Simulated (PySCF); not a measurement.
## Os: electron affinity

Os⁻ [Xe] 4f14 5d7 6s2 (4F) → Os [Xe] 4f14 5d6 6s2 (5D), as a difference of total energies. Calculation: PySCF 2.14, in def2-QZVPPD with the def2 core potential (60 electrons) (7s5p4d4f2g, 88 functions); scalar relativity through the core potential. Correlated levels: valence: 5s2 5p6 frozen. The calculations carry no spin-orbit coupling.

| method | electron affinity (eV) |
| --- | --- |
| UHF | -0.743 |
| MP2 (valence) | 0.740 |
| SCS-MP2 (valence) | 0.876 |
| CCSD (valence) | 0.631 |
| CCSD(T) (valence) | 0.806 |

The reference lies between the lowest fine-structure levels, while these numbers refer to the centres of the terms.

Errors of the correlated levels include the incompleteness of this basis and the frozen core.

A negative affinity means that the anion lies above the atom at that level of theory.

The coupled-cluster amplitudes are large for Os⁻ (T1 above 0.03 or a double amplitude above 0.15), so a single reference is strained.

For comparison: 1.078 eV (measured; photodetachment measurements, as compiled on the Wikipedia data page of electron affinities).
